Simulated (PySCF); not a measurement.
Co²⁺: ionisation energy

Co²⁺ [Ar] 3d7 (4F) → Co³⁺ [Ar] 3d6 (5D), as a difference of total energies. Computed with PySCF 2.14 in pcseg-2 (6s4p3d2f1g, 56 functions), with the non-relativistic Hamiltonian (point nucleus). Correlated levels: valence: [Ar] frozen. The calculations carry no spin-orbit coupling.

```json
{"method": "UHF", "ionisation energy (eV)": "31.328", "difference from reference (eV)": "-2.172"}
{"method": "r2SCAN", "ionisation energy (eV)": "33.964", "difference from reference (eV)": "+0.464"}
{"method": "MN15", "ionisation energy (eV)": "33.617", "difference from reference (eV)": "+0.117"}
{"method": "MP2 (valence)", "ionisation energy (eV)": "33.017", "difference from reference (eV)": "-0.483"}
{"method": "SCS-MP2 (valence)", "ionisation energy (eV)": "33.040", "difference from reference (eV)": "-0.460"}
```

Reference: 33.5 ± 0.06 eV (semi-empirical (NIST evaluation); NIST Atomic Spectra Database, ionization energies).

These non-relativistic numbers lack the scalar-relativistic shift.

The reference lies between the lowest fine-structure levels, while these numbers refer to the centres of the terms.

Errors of the correlated levels include the incompleteness of this basis and the frozen core.
